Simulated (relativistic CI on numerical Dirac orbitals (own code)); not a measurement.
Calculated at this level of theory: Dirac-Coulomb-Breit CI, KLI orbitals optimised for each configuration, a model potential for QED, valence Slater integrals scaled by 0.85, P86 correlation energy added to each configuration (own radial code, finite nucleus).

CI space (outside the closed core [Ar] 3d10): 4s2.4p6.4d5, 4s2.4p6.4d4.5s, 4s2.4p6.4d4.5p, 4s2.4p6.4d4.4f, 4s2.4p6.4d4.5d, 4s2.4p6.4d4.6s, 4s2.4p5.4d6, 4s2.4p6.4d4.6p, 4s2.4p6.4d3.5s.5p, 4s2.4p6.4d4.6d, 4s2.4p6.4d4.7s, 4s2.4p6.4d4.5f, 4s2.4p6.4d4.7p, 4s2.4p6.4d4.5g, 4s2.4p6.4d4.7d, 4s2.4p6.4d3.4f.5s, 4s2.4p6.4d3.5p.5d, 4s.4p6.4d6, 4s2.4p6.4d3.5s2, 4s2.4p6.4d2.5s2.5p, 4s2.4p6.4d2.4f.5s2, 4s2.4p6.4d2.5s2.5d, 4s2.4p6.4d2.5s2.6s, 4s2.4p6.4d3.5p2, 4s2.4p6.4d2.5s.5p2, 4s2.4p6.4d2.5p3, 4s2.4p6.4d2.4f.5p2, 4s2.4p6.4d2.5p2.5d, 4s2.4p6.4d2.5p2.6s. Double excitations out of closed p, d and f shells are left out; levels of such configurations are missing from the list, as are those of other unlisted configurations, and high levels can miss mixing partners.

Correlation outside the listed configurations is missing or only estimated: errors of thousands of cm⁻¹ between configurations and terms are usual at this charge. Rates and lifetimes follow the computed energies and can be off by large factors. The fine structure of a lone outer electron comes out too small, for d and f at times inverted, and misplaced configurations move strength between like terms.

Outline of the computed level scheme of Ru IV. Lowest level of each configuration: 4s2.4p6.4d5 6S_5/2 at 0.0000 eV; 4s2.4p6.4d4.5s 6D_1/2 at 11.1106 eV.

Rates of lines that live on the mixing of spin multiplicities can be off by large factors.

LS names give the leading component of a level, which can be under half, so a name can repeat, a term be missing and a line seem to break the LS rules.
